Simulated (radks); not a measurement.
Results of a calculation; reference values are marked as such.
Task: The cadmium ion Cd8+ is in [Kr] 4d(3/2: 4, 5/2: 0). Level of theory: Dirac Kohn-Sham, relativistic LDA (MacDonald-Vosko exchange, VWN5 correlation), spin-unpolarised, spherical densities, finite nucleus; Fermi nuclear charge, rms radius of each element as measured or else 0.836 A^(1/3) + 0.57 fm (a radial shooting solver on a logarithmic mesh with Libxc functionals). Sub-shells are occupied by j as written (lower j first in brackets). One electron is removed from 4d3/2, 4p1/2, 4s1/2, 4p3/2 in turn, with full relaxation. Which removal costs least, and what does each cost?

Result: 4d3/2 151.04 eV; 4p3/2 210.61 eV; 4p1/2 217.55 eV; 4s1/2 254.02 eV. The 4d3/2 electron leaves first.
